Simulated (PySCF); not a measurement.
H2OZn, SMILES [OH][ZnH]. Atoms are numbered in the order given.

```xyz
4

Zn    -0.0065    -0.3731     0.0000
H     -0.0021    -1.8873     0.0000
O      0.1126     1.3976     0.0000
H     -0.7031     1.8995     0.0000
```
Charge 0, spin multiplicity 1.

The structure is a stationary point at PBE0-D3(BJ)/def2-TZVP.

Level of theory: PySCF with IEF-PCM-M06-2X/def2-TZVPD.

The values are the electrostatic part of the solvation free energy, E(continuum) − E(gas) at the gas-phase geometry, in a cavity of scaled van der Waals radii (PySCF's table); cavitation and dispersion terms are not included. A continuum can't describe solvent molecules that bind to the metal. In vacuum the orbital gap is 9.67 eV. The dipole moment in vacuum is 1.55 D.

Computed values in water (ε = 78.36), tetrahydrofuran (ε = 7.43), diethylether (ε = 4.24):
```tsv
solvent	ε	ΔG(elec) (kcal/mol)	dipole (D)	gap (eV)
water	78.36	-16.1	1.98	9.76
tetrahydrofuran	7.43	-13.0	1.89	9.78
diethylether	4.24	-10.7	1.82	9.79
```
